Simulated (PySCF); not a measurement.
# Fine-structure interval of Sn²³⁺ by level of theory

Sn²³⁺ [Ar] 3d9 [3d3/2^4 3d5/2^5, M_J = 5/2] → Sn²³⁺ [Ar] 3d9 [3d3/2^3 3d5/2^6, M_J = 3/2], as a difference of total energies. All numbers are calculated (PySCF 2.14, the two-component X2C-1e Hamiltonian, in an even-tempered Gaussian basis (17 s from 3 bohr⁻², ratio 2.8; 12 p from 3.8 bohr⁻², ratio 2.8; 8 d from 3.8 bohr⁻², ratio 2.8; 3 f from 17 bohr⁻², ratio 3)). Correlated levels: [Ne] frozen; the 76 highest virtual spinors dropped. "Screened" scales the spin-orbit matrix elements by Boettger's factors to mimic the two-electron term; Breit and QED terms are absent.

| method | fine-structure interval (cm⁻¹) |
| --- | --- |
| GHF (screened spin-orbit) | 74649 |
| GMP2 (screened spin-orbit) | 74529 |
| GHF (bare spin-orbit) | 93413 |
